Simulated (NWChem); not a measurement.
# CH2BFO2; SMILES O=CB(O)F

```xyz
7

O     -0.6163    -1.9168     0.0941
C      0.1981    -1.0657     0.4126
B     -0.0368     0.5112     0.1644
O     -1.1718     0.9479    -0.4187
F      0.9231     1.3714     0.5522
H      1.1781    -1.3664     0.9096
H     -1.1942     1.9198    -0.5128
```
Atoms are numbered in this order, from 1.

Program: NWChem. Pople sets run with spherical d functions. Coordinates come from a PBE-D3(BJ)/def2-SVP optimisation. Atomic charges in e: unrestrained fits to the electrostatic potential beside Mulliken populations; buried atoms are poorly determined by the fit.

For level B3LYP/def2-SVP:

```yaml
Mulliken O1: -0.20
ESP B3: 0.60
Mulliken B3: 0.05
ESP O4: -0.61
Mulliken O4: -0.09
Mulliken F5: -0.12
```

**Question.** Estimate the same quantities for level Hartree-Fock/6-31G*.

**Answer.** The Mulliken O1 comes out as -0.46. The ESP B3 is 0.78 and the Mulliken B3 comes out as 0.86. The ESP O4 is -0.73. The Mulliken O4 is -0.70 and the Mulliken F5 is -0.41.
